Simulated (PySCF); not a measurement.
Ionisation energy of Hg²⁺ by level of theory

Hg²⁺ [Xe] 4f14 5d10 (1S) → Hg³⁺ [Xe] 4f14 5d9 (2D), as a difference of total energies. Calculation: PySCF 2.14, in x2c-TZVPPall with one added diffuse shell each of s, p, d, f type (12s8p8d4f1g, 113 functions); the spin-free X2C one-electron Hamiltonian (Gaussian nucleus). Correlated levels: valence: [Xe] 4f14 frozen; valence and next inner shell: [Kr] 4d10 4f14 frozen. The calculations carry no spin-orbit coupling.

| method | ionisation energy (eV) | plus first-order spin-orbit estimate | error of that sum (eV) |
| --- | --- | --- | --- |
| UHF | 33.524 | 32.697 | -1.793 |
| LDA | 35.741 | 34.914 | +0.424 |
| PBE | 35.272 | 34.445 | -0.045 |
| PBE0 | 35.155 | 34.328 | -0.162 |
| r2SCAN | 35.112 | 34.285 | -0.205 |
| BP86 | 35.384 | 34.557 | +0.067 |
| M06 | 34.768 | 33.941 | -0.549 |
| TPSSh | 35.066 | 34.239 | -0.251 |
| MP2 (valence) | 35.258 | 34.431 | -0.059 |
| SCS-MP2 (valence) | 35.088 | 34.261 | -0.229 |
| MP2 (valence and next inner shell) | 35.232 | 34.405 | -0.085 |
| SCS-MP2 (valence and next inner shell) | 35.012 | 34.185 | -0.305 |

Reference: 34.49 ± 0.05 eV (measured; NIST Atomic Spectra Database, ionization energies).

A first-order spin-orbit estimate (lowest level to lowest level, LS coupling) adds -0.827 eV.

Errors of the correlated levels include the incompleteness of this basis and the frozen core.
